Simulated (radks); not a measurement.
Question: F V, configuration [He] 2s2 2p0.75 3p0.25 (fractional occupations, a model configuration). All-electron calculation, non-relativistic Kohn-Sham, PBE, spin-polarised, spherical densities, point nucleus; open shells are filled with parallel spins first. Program: a radial shooting solver on a logarithmic mesh with Libxc functionals. Some entries of the table are withheld. Estimate them.

orbital  occ.  eigenvalue (hartree)  <1/r> (bohr^-1)
1s up       1             -28.76263            8.627
1s down     1             -28.71958            8.635
2s up       1                   (1)            1.762
2s down     1                   (2)            1.747
2p up    0.75              -3.83081            1.683
2p down     0              -3.72009            1.672
3p up    0.25              -1.34818           0.6196

Answer: 
(1) 2s up eigenvalue (hartree): -4.45180
(2) 2s down eigenvalue (hartree): -4.34811
